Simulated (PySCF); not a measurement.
# Sb₂⁻ at MN15

Level: MN15. basis Sb def2-TZVPPD with ECP28; scalar-relativistic core potentials; PySCF 2.14.

```
state                          : ²Πg (doublet), unpaired electrons π ↑
bond length                    : 2.557 Å
harmonic wavenumber            : 254 cm⁻¹
force constant                 : 2.30 mdyn/Å
rotational constant Be         : 0.04264 cm⁻¹
anharmonicity ωexe             : 0.405 cm⁻¹
vibration–rotation constant αe : 9.43e-05 cm⁻¹
bond order (Mayer)             : 2.85
```

These are scalar-relativistic numbers at best; spin–orbit coupling would shift them, the dissociation energy most. The state was picked by a PBE0 search and need not be the measured ground state.
